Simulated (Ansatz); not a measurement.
How basis sets differ on SnHBrOF2 (SMILES [OH][Sn]([F])([F])[Br])

SnHBrOF2 has 6 atoms, charge 0, and is taken as a singlet. SMILES: `[OH][Sn]([F])([F])[Br]`. Geometry: relaxed at PBE0-D4/def2-TZVP. This is one conformer, not always the lowest.

```xyz
6

O    -0.5081    0.0636    1.4997
Sn   -0.0789   -0.0132   -0.3749
F    -1.6535    0.4951   -1.2800
F     0.2535   -1.8090   -0.8790
Br    1.7956    1.3502   -1.0857
H     0.2335   -0.1507    2.0737
```

Each level gives the dipole moment (D). The values are calculated.

```tsv
level	kind	program	value (D)
HF/STO-3G	Hartree–Fock	Ansatz	1.44
HF/3-21G	Hartree–Fock	Ansatz	2.95
HF/def2-SVP (core potential)	Hartree–Fock	Ansatz	3.28
HF/def2-TZVP (core potential)	Hartree–Fock	Ansatz	3.12
```

All-electron rows without a relativistic Hamiltonian named are non-relativistic, while core potentials hold scalar relativity, so basis and relativity change together. The values span 1.44 to 3.28 D. Sets without polarisation functions give poor dipoles.
